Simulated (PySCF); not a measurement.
# Unknowns

Computed data (PySCF 2.14.0 with density-fitted response routines): PBE0/pcSseg-1 with gauge-including orbitals, GFN2-xTB structure. Non-relativistic, one computed conformer, no solvent model, equivalent nuclei averaged.

Scale: TMS for 1H (31.72 ppm) and 13C (186.93 ppm) (reference shieldings calculated alike). Splittings of carbon signals by F and P are missing where no couplings were computed. Where no couplings were computed, multiplicities follow the n + 1 count of equivalent neighbours, and m marks all less simple cases (inequivalent or close neighbours, rings, F or P nearby). Shifts are as computed. Against solution values, carbons near 30 ppm lie about +3 ppm off and those near 130 ppm about +5 ppm. Of 1309 compounds with measured shifts, 239 miss one by over three times the rms of a fit or turn the order of signals round; such compounds aren't used in these exercises. OH and NH positions are gas-phase values without hydrogen bonding to other molecules.

Task: C$_{4}$H$_{10}$O$_{3}$Si$_{2}$. 1H NMR (600 MHz, computed): δ 12.29 (s, 1H), 6.64 (m, 1H), 6.53 (m, 1H), 6.28 (m, 1H), 5.18 (m, 1H), 5.16 (m, 1H), 3.71 (s, 3H), 1.94 (br s, 1H). 13C{1H} NMR (computed): δ 250.4, 143.9, 140.7, 56.3. Identify the compound.

Result: SMILES C=C[Si@@](O)(C=O)[SiH2]OC. Rings plus π bonds: 2 (no ring in the answer). 4 carbon signals for 4 carbons: no two carbons are equivalent. Carbon types of the structure: 2 × CH, 1 × CH2, 1 × CH3, leaving 3 H on heteroatoms. δC 250.4: carbonyl carbon. δC 143.9: terminal =CH2 carbon; an sp2 carbon of a C=C bond. δC 140.7: alkene CH; an sp2 carbon of a C=C bond. δH 12.29: hydrogen on a carbonyl carbon.

The data come from this structure; uniqueness wasn't tested.

Task: C$_{3}$H$_{9}$FO$_{2}$Si$_{3}$. 1H NMR (500 MHz, computed): δ 12.11 (m, 1H), 5.99 (m, 1H), 5.28 (d, 2H), 5.12 (s, 3H), 4.67 (m, 2H). 13C{1H} NMR (computed): δ 243.4, 178.9, 124.8. Identify the compound.

Result: `O=C[SiH2]/C(F)=C\[SiH2]O[SiH3]`. Rings plus π bonds: 2 (no ring in the answer). 3 carbon signals for 3 carbons: no two carbons are equivalent. Carbon types of the structure: 1 × C, 2 × CH, leaving 7 H on heteroatoms. δC 243.4: carbonyl carbon. δC 178.9: fully substituted alkene carbon. δC 124.8: alkene CH; an sp2 carbon of a C=C bond. δH 12.11: hydrogen on a carbonyl carbon.

The shifts were computed for this structure.
